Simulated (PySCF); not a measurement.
Predicted microwave data (PBE0/def2-SVPD in PySCF (dipole) on a GFN2-xTB geometry, gas phase) for one isomer of C5H7PS:

- Rotational constants: A = 4481, B = 1130, C = 995.9 MHz
- Dipole components: |μa| = 5.03 D, |μb| = 1.01 D, |μc| = 1.29 D
- Inertial defect: -52.66 u·Å²
- κ: -0.92

Question: Which structure is it? (One computed conformer of each.)
A. `CC1=C[P@@H](=S)C=C1`
B. `S=[PH]1C=CCC=C1`
C. `CC1=CC=C[P@H]1=S`

Answer: A. It is CC1=C[P@@H](=S)C=C1, a near-prolate asymmetric top, point group C1. The candidates at the same level (rigid rotor, commonest isotopes):

```
             SMILES  A (MHz)  B (MHz)  C (MHz)  μa (D)  μb (D)  μc (D)  Δ (u·Å²)  point group                        rotor
    S=[PH]1C=CCC=C1     3781     1324     1093    5.61    0.00    1.20    -53.06           Cs               asymmetric top
CC1=C[P@@H](=S)C=C1     4481     1130    995.9    5.03    1.01    1.29    -52.66           C1  near-prolate asymmetric top
   CC1=CC=C[P@H]1=S     2667     1693     1139    4.39    0.06    1.18    -44.48           C1               asymmetric top
```

`S=[PH]1C=CCC=C1` has B 17 % too high; `CC1=CC=C[P@H]1=S` has B 50 % too high. No structure here is proved a minimum.
